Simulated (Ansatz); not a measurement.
Mulliken charges of AlH₅N₂O (`[NH2][Al]([NH2])[OH]`) from PBE/def2-TZVPP in Ansatz (PBE0-D4/def2-TZVP geometry).

```json
{"atom": "N1", "x (Å)": "-0.364", "y (Å)": "1.208", "z (Å)": "-1.153", "charge (e)": "-0.420"}
{"atom": "Al2", "x (Å)": "-0.188", "y (Å)": "0.054", "z (Å)": "0.168", "charge (e)": "0.518"}
{"atom": "N3", "x (Å)": "1.100", "y (Å)": "-1.157", "z (Å)": "0.165", "charge (e)": "-0.409"}
{"atom": "O4", "x (Å)": "-1.316", "y (Å)": "0.170", "z (Å)": "1.433", "charge (e)": "-0.388"}
{"atom": "H5", "x (Å)": "0.221", "y (Å)": "1.264", "z (Å)": "-1.969", "charge (e)": "0.129"}
{"atom": "H6", "x (Å)": "-1.083", "y (Å)": "1.911", "z (Å)": "-1.186", "charge (e)": "0.144"}
{"atom": "H7", "x (Å)": "1.789", "y (Å)": "-1.261", "z (Å)": "-0.561", "charge (e)": "0.132"}
{"atom": "H8", "x (Å)": "1.253", "y (Å)": "-1.842", "z (Å)": "0.884", "charge (e)": "0.129"}
{"atom": "H9", "x (Å)": "-1.324", "y (Å)": "-0.393", "z (Å)": "2.202", "charge (e)": "0.164"}
```

Task: By hand: the dipole of these point charges (1 e Å = 4.8032 D).

Result: Σ q r = (0.169, -0.102, -0.076) e Å, of length 0.212 e Å = 1.02 D.

Task: How does the dipole of the full density compare? (Estimate.)

Result: Ansatz gave: (0.235, -0.190, -0.041) e Å, 1.46 D; the point charges give 0.70 times that, at 15° from its direction.

Point charges leave out the atoms' own dipoles, such as those of lone pairs, and Mulliken's split depends on the basis, so the two needn't agree.
